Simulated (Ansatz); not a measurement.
`[CH3][Al]([F])[S][SiH3]` → Al• + C• + F• + 6 H• + S• + Si•  (atomization)

Program: Ansatz. Geometries: PBE0-D4/def2-TZVP. ΔE: electronic, gas phase. CBS: MP2 limit from def2 TZ/QZ plus the TZ coupled-cluster correction, frozen cores. This one scheme is used for every species, atoms too. Functionals use def2-TZVPP. B3LYP here is the variant with VWN-RPA as its local correlation; programs differ in this. Open shells (•) are unrestricted, without spin–orbit coupling. Spin–orbit coupling would lower the free atoms: a little for Al, C, F, S, Si. One conformer a species, not always the lowest.

```csv
level,ΔE (kJ/mol),difference from CCSD(T)/CBS
PBE-D4,3830.6,-8.6
ωB97X-V,3845.3,6.1
r2SCAN,3835.5,-3.7
B3LYP,3763.7,-75.5
SCS-MP2/def2-TZVPP,3771.5,-67.7
CCSD(T)/def2-TZVPP,3734.3,-104.9
SCS-MP2/def2-QZVPP,3840.9,1.7
HF/CBS(def2),2916.5,-922.7
MP2/CBS(def2),3889.9,50.7
CCSD/CBS(def2),3791.9,-47.3
CCSD(T)/CBS,3839.2,0
```

Largest T1 diagnostic among the species: 0.018.

The D4 term adds +42.2 kJ/mol with B3LYP and +22.4 kJ/mol with PBE0; it sums over pairs of atoms, weighted by their polarisabilities, and B3LYP, whose exchange is more repulsive, gets the larger term. In def2-TZVPP, CCSD(T) changes the Hartree–Fock value by +826.2 kJ/mol (the triples alone add +47.3 kJ/mol) and MP2 by +876.9 kJ/mol; breaking electron pairs costs correlation energy, which Hartree–Fock lacks.

For atomizations the MP2-based limit and the directly extrapolated one differ by several kJ/mol either way, and by 10 to 25 for some Ge, Se and Sn compounds, so smaller differences from it don't rank the levels.
